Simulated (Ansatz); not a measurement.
Program: Ansatz. Geometries: PBE0-D4/def2-TZVP. ΔE: electronic, gas phase. CCSD(T)/CBS is the MP2 limit (def2-TZVPP, def2-QZVPP) plus CCSD(T) − MP2 in def2-TZVPP, frozen cores. This one scheme is used for every species, atoms too. Functionals use def2-TZVPP. No spin–orbit coupling; open shells (•) take unrestricted orbitals. Each species was taken in one conformer, which may not be the lowest.

Consider the homolysis of the H–Si bond: `CO[SiH](F)S` → H• + `CO[Si](F)S`•.

```json
{"level": "PBE-D4", "ΔE (kcal/mol)": "90.9", "difference from CCSD(T)/CBS": "-8.9"}
{"level": "PBE0-D4", "ΔE (kcal/mol)": "93.3", "difference from CCSD(T)/CBS": "-6.5"}
{"level": "ωB97M-V", "ΔE (kcal/mol)": "99.6", "difference from CCSD(T)/CBS": "-0.2"}
{"level": "B2PLYP", "ΔE (kcal/mol)": "96.8", "difference from CCSD(T)/CBS": "-3.0"}
{"level": "r2SCAN", "ΔE (kcal/mol)": "93.3", "difference from CCSD(T)/CBS": "-6.5"}
{"level": "CCSD/def2-TZVPP", "ΔE (kcal/mol)": "98.7", "difference from CCSD(T)/CBS": "-1.1"}
{"level": "HF/def2-QZVPP", "ΔE (kcal/mol)": "80.1", "difference from CCSD(T)/CBS": "-19.7"}
{"level": "SCS-MP2/def2-QZVPP", "ΔE (kcal/mol)": "100.2", "difference from CCSD(T)/CBS": "0.4"}
{"level": "HF/CBS(def2)", "ΔE (kcal/mol)": "80.1", "difference from CCSD(T)/CBS": "-19.7"}
{"level": "MP2/CBS(def2)", "ΔE (kcal/mol)": "97.4", "difference from CCSD(T)/CBS": "-2.4"}
{"level": "CCSD(T)/CBS", "ΔE (kcal/mol)": "99.8", "difference from CCSD(T)/CBS": "0"}
```

Largest T1 diagnostic among the species: 0.014.

From PBE to PBE0 (25 % exact exchange), in def2-TZVPP and without D4, ΔE moves by +2.5 kcal/mol. In def2-TZVPP, CCSD(T) changes the Hartree–Fock value by +18.1 kcal/mol (the triples alone add −0.3 kcal/mol) and MP2 by +15.7 kcal/mol; breaking electron pairs costs correlation energy, which Hartree–Fock lacks.
